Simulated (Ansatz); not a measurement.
`N#COC(F)[SiH3]`, charge 0, multiplicity 1.

Problem. Give a relaxed structure at PBE0-D4/def2-TZVP (Ansatz 0.2.0). (Estimate.)

Solution. Ansatz gave: 
```xyz
10

N     3.083    1.334   -0.734
C     2.194    0.636   -0.505
O     1.218   -0.176   -0.279
C     0.021    0.418    0.242
F     0.226    0.702    1.561
Si   -1.399   -0.856    0.034
H    -0.144    1.368   -0.276
H    -1.002   -2.100    0.731
H    -2.605   -0.248    0.643
H    -1.593   -1.079   -1.418
```
This is one stationary point; other conformers may exist.
